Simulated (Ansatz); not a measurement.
System: sum formula BOF2, charge 0, multiplicity 2. It need not be the lowest isomer of its formula. SMILES: [O]B(F)F
Geometry from a B3LYP-D3(BJ)/def2-TZVP (Ansatz, a first-principles code) optimisation:
```xyz
4

B     -0.0222     0.0079    -0.0070
F      0.3742    -1.2014    -0.3568
F      0.7501     0.8025     0.7100
O     -1.2510     0.4439    -0.3930
```
Charge 0, spin multiplicity 2.

Computed values are from Ansatz. Correlated levels leave the core frozen unless marked. UHF or UKS for open shells. No spin-orbit coupling. No relativistic terms. CBS(X,Y): correlation extrapolated as X^-3; Hartree-Fock from the larger set.

| Quantity | Value |
|---|---|
| atomisation energy De | 430.3 kcal/mol at CCSD(T)/CBS(cc-pVTZ,cc-pVQZ) |
| total energy | -299.6238 Eh at CCSD(T)/CBS(cc-pVTZ,cc-pVQZ) |
| dipole moment | 0.01 D at CCSD(T)/aug-cc-pVDZ |
| T1 diagnostic | 0.014 at CCSD/cc-pVQZ |
